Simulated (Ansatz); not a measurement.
`OBCB[SiH3]` → 2 B• + C• + 8 H• + O• + Si•  (atomization)

Calculated with Ansatz (gas phase, PBE0-D4/def2-TZVP geometries, no zero-point term in ΔE). CCSD(T)/CBS is the MP2 limit (def2-TZVPP, def2-QZVPP) plus CCSD(T) − MP2 in def2-TZVPP, frozen cores. This one scheme is used for every species, atoms too. For atomizations the MP2-based limit and the directly extrapolated one differ by several kJ/mol either way, and by 10 to 25 for some Ge, Se and Sn compounds, so smaller differences from it don't rank the levels. Functionals use def2-TZVPP. B3LYP here is the variant with VWN-RPA as its local correlation; programs differ in this. HSE06 is defined as in plane-wave codes. Open shells (•) are unrestricted, without spin–orbit coupling. Spin–orbit coupling would lower the free atoms: a little for B, C, O, Si. Each species was taken in one conformer, which may not be the lowest.

`OBCB[SiH3]`:

Cartesian coordinates in Å:
```
O -2.072 -0.646 -1.091
B -0.871 -0.227 -1.555
C -0.117 0.907 -0.766
B 0.974 0.186 0.057
Si 0.871 -0.145 2.043
H -2.467 -1.336 -1.629
H -0.399 -0.733 -2.538
H -0.827 1.489 -0.175
H 0.359 1.514 -1.548
H 1.926 -0.263 -0.524
H 0.897 -1.612 2.318
H -0.342 0.424 2.695
H 2.069 0.443 2.712
```

What is ΔE at CCSD(T)/CBS? (Best estimate.)

Ansatz gave: +1120.1 kcal/mol.

What do these levels give: revPBE-D4, r2SCAN-D4, B97M-V, PBE0-D4, B3LYP-D4, HSE06-D4, PBE, r2SCAN, r2SCANh, CCSD(T)/def2-SVP, SCS-MP2/def2-TZVPP, SCS-MP2/def2-QZVPP? (Estimate.)

Ansatz gave: revPBE-D4 1112.3, r2SCAN-D4 1130.4, B97M-V 1131.1, PBE0-D4 1124.3, B3LYP-D4 1126.4, HSE06-D4 1125.0, PBE 1130.2, r2SCAN 1128.9, r2SCANh 1123.9, CCSD(T)/def2-SVP 1071.6, SCS-MP2/def2-TZVPP 1106.6, SCS-MP2/def2-QZVPP 1122.7 kcal/mol.

Largest T1 diagnostic among the species: 0.014.

From BLYP to BHLYP (50 % exact exchange), in def2-TZVPP and without D4, ΔE moves by −8.8 kcal/mol: exact exchange takes away binding that semilocal exchange gives to molecules. The D4 term adds +9.0 kcal/mol with B3LYP and +4.8 kcal/mol with PBE0; it sums over pairs of atoms, weighted by their polarisabilities, and B3LYP, whose exchange is more repulsive, gets the larger term. Leaving LDA and LC-ωPBE aside and taking each functional with its dispersion term where it has one, the values, not all of them listed here, spread over 30.8 kcal/mol, from BHLYP-D4 to PBE-D4. LDA lies +134.5 kcal/mol from PBE without D4, its usual overbinding.
